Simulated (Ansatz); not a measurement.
Saddle point of GeH$_{4}$SO, singlet (GeH₄SO ([OH][GeH2][SH]) → GeH₂S ([S][GeH2]) + H₂O (still joined by a long Ge–O bond); bonds formed: O2–H4; bonds broken: S3–H4; bonds weakened to dative contacts: Ge1–O2), PBE0-D4/def2-TZVP structure:

| atom | x (Å) | y (Å) | z (Å) |
| --- | --- | --- | --- |
| Ge1 | -0.4814 | 0.1593 | 0.6312 |
| O2 | 1.0748 | -0.0370 | -0.5098 |
| S3 | -1.2234 | -1.5038 | -0.4705 |
| H4 | 0.3188 | -0.8994 | -0.9178 |
| H5 | -0.9779 | 1.5937 | 0.3637 |
| H6 | 0.0703 | 0.0202 | 2.0575 |
| H7 | 1.2189 | 0.6669 | -1.1543 |

Energies are electronic, without zero-point energy. Barriers and step energies count from the start structure reached by relaxing down the imaginary mode; all methods use the PBE0-D4 structures, on which another method's saddle can fall below an end. Ansatz 0.2.0; basis: def2-TZVPP, with def2-QZVPP for the basis limit; cores frozen in the correlated methods. Filled d shells of the heavier atoms are correlated. The def2 sets are not built for correlating such inner shells, so the correlated values are less sure here. B3LYP uses VWN-RPA correlation. Extrapolation: Hartree–Fock as exp(−7.88 √X), correlation as X^−2.97.

```
      method  barrier (eV)  step energy (eV)
       SPW92         0.926             0.872
      PBE-D4         1.114             0.880
     BLYP-D4         1.246             0.895
   r2SCAN-D4         1.242             0.972
      B97M-V             ?             0.945
     PBE0-D4         1.263             0.960
    B3LYP-D4         1.354             0.963
  r2SCAN0-D4         1.334             1.006
    BHLYP-D4         1.534             1.050
CAM-B3LYP-D4         1.409             1.047
     wB97X-V         1.426             1.079
     wB97M-V         1.359             0.983
      B2PLYP         1.374             0.998
    PBE-QIDH         1.357             1.031
  RPA on PBE         1.419             1.074
          HF             ?             1.145
         MP2             ?             1.029
        CCSD         1.517             1.087
     CCSD(T)         1.415             1.047
```

**Question.** Fill in the withheld barriers. (An estimate is asked for; the value comes from the calculation.)

**Answer.** By the calculation: MP2 1.331; HF 1.893; B97M-V 1.345 eV. Each is the energy of the saddle less that of the start structure, by the same method.

For comparison, the barrier by CCSD(T) at an estimated basis limit (MP2 extrapolated from triple and quadruple zeta, plus CCSD(T) − MP2 in triple zeta) is 1.360 eV.

The T1 diagnostic stays at or below 0.014.

Labels in which every atom is bracketed show which atoms are joined, not bond orders.

For scale, one of the runs: CCSD(T)/def2-TZVPP, 177 basis functions, launched by `ansatz run in.yaml --threads 2 --pin off --events-out ev --progress --plain --max-ram 4352MiB`. The run took 38 s on 2 CPU threads of an Intel Xeon Platinum 8488C (shared host), with 1.6 GiB of host memory at its peak.
